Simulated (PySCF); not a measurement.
# Computed vibrations of [NdBr2]+

[NdBr2]+ (singlet in the valence; each metal's 4f electrons, 3 of them, lie in its core potential, out of spins and levels). PySCF 2.14.0, RKS PBE0, Nd lcecp-1-SVP with ECP49, Br def2-SVP; non-relativistic Hamiltonian with scalar-relativistic core potentials where named; density fitting; no spin-orbit coupling. Central differences of gradients.

```xyz
3

Nd    0.0000    0.0000   -0.8029
Br    2.0778    0.0000    0.7218
Br   -2.0778    0.0000    0.7218
```

Run from Python with OMP_NUM_THREADS=2. Where DIIS fails, smearing, a level shift and second-order steps follow.
It took 28 s on 2 threads of Arm Neoverse V2, with other jobs on the host.

Question: What are the harmonic wavenumbers and infrared intensities?

Answer: Modes are labelled in C2v; negative numbers are unstable modes, those under 60 cm⁻¹ near the noise; a finer grid moves soft modes by up to 10 cm⁻¹.
| cm⁻¹ | km/mol | symmetry |
| --- | --- | --- |
| 56 | 2.9 | a1 |
| 271 | 18.8 | a1 |
| 284 | 72.7 | b2 |

Question: Is this a minimum?

Answer: Yes, within the noise of the softest modes. Ideal gas at 298.15 K and 1 bar: S = 343.0 J/(mol K), Cp = 55.9 J/(mol K), H − H(0 K) = 14.4 kJ/mol (rigid rotor, harmonic modes, spin degeneracy alone, that of the 4f electrons in the core included; the modes under 60 cm⁻¹ make these uncertain).

An lcecp potential fixes the number of 4f electrons, so in runs with it no electron can move into or out of that shell.
